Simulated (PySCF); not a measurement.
Molecule: Ge(Me)2(OSiH3)2, SMILES [CH3][Ge]([CH3])([O][SiH3])[O][SiH3] (C2H12GeO2Si2). Atoms near the plane z = 1.5 Å, at the GFN2-xTB optimised geometry (x, y, z in Å): Ge2 (-1.2, -0.1, 0.0), C3 (-1.8, 1.8, 0.0), O4 (-1.7, -0.8, 1.5), Si5 (-1.3, -1.7, 2.8), O6 (0.5, -0.1, 0.0), Si7 (1.9, -0.4, 0.8), H11 (-2.9, 1.9, 0.1), H12 (-1.4, 2.3, 0.9), H16 (-0.9, -3.0, 2.4), H17 (2.0, 0.5, 2.0), H18 (2.9, -0.1, -0.2), H19 (1.9, -1.8, 1.2).

Calculation: CAM-B3LYP/def2-SVP run with PySCF. Cells within 0.4 Å of a nucleus heavier than hydrogen are left out (blank, or x). The values are rescaled to run from 0 to 1.

```
|66666666666666666666666666666|
|66666666666666666666666666666|
|66666666666666666666666666666|
|66666666666666666666666666666|
|66666666666666666666666666666|
|66666666666666666666666666666|
|66666666666666666666666666666|
|66666666666666666666666666666|
|66666666666666666666666666666|
|66666666666666666666666666666|
|66666666666666666666666666666|
|66666666666666666666666666666|
|66666655666666666667666666666|
|66666555566666556667766666666|
|66665555567766555667766666666|
|66665554359876555667766666666|
|666655430xx976655667766666666|
|666655431x9876666677776666666|
|66666554457766666677776666666|
|66666555556666666677776666666|
|66666655556666666667766666666|
|66666666655555666666666666666|
|66666666665555666666666666666|
|66666666665555666666666666666|
|66666666666556666666666666666|
|66666666666666666666666666666|
|66666666666666666666666666666|
|66666666666666666666666666666|
|66666666666666666666666666666|
```
Scale: ten equal steps from 0.000 (start of '0') to 1.00 (end of '9'), in the order '0123456789'; x runs from -5.00 to 5.00, y from -5.00 (bottom) to 5.00 (top).

Which quantity is mapped?
(A) log10 of the electron density
(B) electrostatic potential
(C) an orbital amplitude
(D) electron localisation function

C, an orbital amplitude. In full: HOMO−1 amplitude (bohr^(-3/2)), clipped to [-0.25, 0.25].
